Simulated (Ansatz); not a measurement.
The cluster B4P4⁻ (the lowest doublet isomer of a short search). Charge -1, multiplicity 2. Geometry B3LYP-D4/def2-SVPD, basis def2-TZVPD, Ansatz.

```xyz
8

B     1.0297    0.0717   -1.2029
B    -1.0303   -0.0719    1.2035
B     0.6641   -0.4999    0.5386
B    -0.6639    0.5000   -0.5388
P     2.3089   -0.8404   -0.3129
P    -2.3150    0.8250    0.3064
P     0.1072   -0.9789    2.2725
P    -0.1007    0.9943   -2.2665
```

| run | HOMO (eV) | LUMO (eV) |
| --- | --- | --- |
| A | -0.98 | -0.47 |
| B | -1.85 | 0.08 |
| C | -1.25 | -0.43 |
| D | -3.46 | 3.06 |

The structure comes from a short search, and lower isomers may exist.

HOMO and LUMO are taken over both spins.

The runs used HF, PBE, PBE0, r2SCAN. Estimate which is which.

A PBE (0 % exact exchange); B PBE0 (25 % exact exchange); C r2SCAN (0 % exact exchange); D HF (100 % exact exchange). Exact exchange lowers occupied and raises empty levels; among semilocal functionals meta-GGAs tend to open the gap a little, and such runs are hard to tell apart. The gap grows from 0.51 eV (PBE) to 6.52 eV (HF). At HF/def2-TZVPD the charge -1 doublet is spin-contaminated (final ⟨S²⟩ up to 0.99, 0.75 for a pure state).
